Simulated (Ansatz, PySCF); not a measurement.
Caution: the highest occupied level lies above zero, so the state may not be bound. This singlet lies 0.81 eV below the relaxed triplet at the level frozen-core CCSD(T)/aug-cc-pVDZ // PBE0-D3(BJ)/def2-TZVPD (Ansatz, a quantum-chemistry and plane-wave program).

```xyz
9

C     -1.5627     0.1985    -0.3396
C     -0.5028    -0.5959    -0.0452
B      0.9950    -0.4158    -0.2964
N      1.7565     0.2495     0.6862
H     -2.5903    -0.1096    -0.1605
H     -1.4326     1.1544    -0.8420
H     -0.7529    -1.5682     0.3999
H      2.7400     0.4170     0.6004
H      1.3497     0.6700     1.5250
```

Charge -1, multiplicity 1.

**Question.** Give the Mulliken and meta-Löwdin atomic charges from PBE0-D3(BJ)/def2-TZVPD in PySCF.

**Answer.** 
```tsv
atom	Mulliken (e)	meta-Löwdin (e)
C1	-0.76	-0.40
C2	0.28	-0.23
B3	-1.33	-0.47
N4	0.06	-0.49
H5	0.17	0.07
H6	0.18	0.08
H7	0.12	0.09
H8	-0.01	0.21
H9	0.28	0.15
```
